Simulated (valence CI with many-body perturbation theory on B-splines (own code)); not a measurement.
**Run record, Bi¹⁹⁺**

Computed by configuration interaction combined with many-body perturbation theory (CI+MBPT): four valence electrons over a frozen Dirac-Fock core [Kr] 4d10 4f14, radial functions for each j: 11 s, 11 p, 10 d, 8 f, 5 g, 2 h, with the one-electron correlation potential Σ1 (screened to all orders), the two-electron term Σ2, the three-electron term Σ3, Breit, model QED; selected single and double excitations, second order for the rest, scaled by the run's own slope (own B-spline code, finite nucleus).

Command, and the settings that its task file holds:

```sh
python run_cv.py task.json out
```

```
atom Bi  Z=83  mass_number=209  rms_radius_fm=5.5211
core [Kr] 4d10 4f14
valence 5s2 5p2
avg = 1
basis = M
breit = 1
cap = 32000
capref = 2000
cscale = 1
de = 0.0
dress = 0
eps = 2e-08
extrap = 1
h = 0.27
hh = 1
l2 = 3
lcore = 6
maxit = 60
n2 = 5
natural = 1
nlev = 150
nno = [5, 5, 5, 4, 2, 1]
nroot = 36
nsp = [6, 6, 5, 4, 3, 1]
pt2 = 1
qed = 1
rpa = 1
s1 = 1
s2 = 1
s3 = 1
screen = 1
tol = 2e-05
whole = 1
```

It took 100 s on 1 thread of Arm Neoverse V2, on a shared host.

Log. The first blocks belong to the next ion, which gives the ionisation energy. Fields: 2J, parity (1 odd), roots, reference size, generating configurations, candidates as configurations/state functions, variational space P, stored matrix elements, Davidson steps; e2 is the range of second-order energies in hartree. The first line gives the box (bohr), its intervals, the orbitals and the steps of their self-consistent field. Window is the range of levels sought, series limit the energy at which the first omitted orbital would enter, core excitation an estimate of the first excitation out of the core, left out the lowest levels not solved, and shifts from estimates the range by which levels moved from their first estimate, all in cm⁻¹.

```
rmax 14.0 intervals 62 orbitals 83 references ['5s2 5p2', '5s 5p3', '5s2 5p 5d', '5p4', '5s 5p2 5d'] scf 5 t 1.5
2J=1 par=1 roots 2 ref 37 generators 5 cand 5816/8892 P 1926/2833 nnz 1.5e+06 it 5
2J=1 par=1 roots 2 ref 37 generators 14 cand 7969/12211 P 2651/3991 nnz 2.6e+06 it 4
   second order: generators 21 cand 11521/17986 e2 -0.00002 -0.00001
reference levels 1202, estimated 7, window 527322 1/cm; series limit 3183798, core excitation 659153
2J=0 par=0 roots 2 ref 53 generators 7 cand 13720/23977 P 2754/3870 nnz 2e+06 it 4
2J=0 par=0 roots 2 ref 53 generators 9 cand 18343/35166 P 3760/5502 nnz 3.2e+06 it 5
   second order: generators 20 cand 33625/67396 e2 -0.00004 -0.00003
2J=2 par=0 roots 1 ref 117 generators 4 cand 15299/62112 P 1907/6057 nnz 6.6e+06 it 4
2J=2 par=0 roots 1 ref 117 generators 7 cand 15910/70185 P 2758/8892 nnz 1.3e+07 it 5
   second order: generators 13 cand 32020/151309 e2 -0.00007 -0.00007
2J=4 par=0 roots 2 ref 162 generators 7 cand 17589/90075 P 1975/6398 nnz 6.4e+06 it 4
2J=4 par=0 roots 2 ref 162 generators 14 cand 24424/143528 P 4064/14348 nnz 2.8e+07 it 5
   second order: generators 24 cand 37196/256235 e2 -0.00009 -0.00008
left out: unestimated 844144, estimated 624845, shifts from estimates -11 to 22
operators 8.4
```

The Davidson iterations converged.

No measured levels were compared; by estimate levels hold to about 250 cm⁻¹ or 0.2 % of their energy and the worst to 1 %, as in measured heavy ions of charge 2 to 7. The list stops below the first excitations out of the core. Only levels of the ground parity were solved; by the run's estimate the other parity begins above the list, which can be wrong where configurations are misplaced.

* Valence energy: -84.24494 hartree
* Ionisation energy: 506.27 eV (NIST: 520 ± 30 eV (theoretical))
* Reference configurations for the orbitals: 5s2 5p2, 5s 5p3, 5s2 5p 5d, 5p4, 5s 5p2 5d
* Radial orbitals: 83
* Box radius: 13.99 bohr
* Largest variational space: 14348
* Lowest levels: (5s^2 5p1/2^2) J=0 0, (5s^2 5p1/2 5p3/2) J=1 242790, (5s^2 5p1/2 5p3/2) J=2 259500, (5s^2 5p3/2^2) J=2 515450 cm⁻¹

Levels are named by their leading jj configuration (3d3/2^4 stands for four electrons in 3d with j = 3/2), which in mixed levels can hold well under half, so a name can repeat and another be missing.
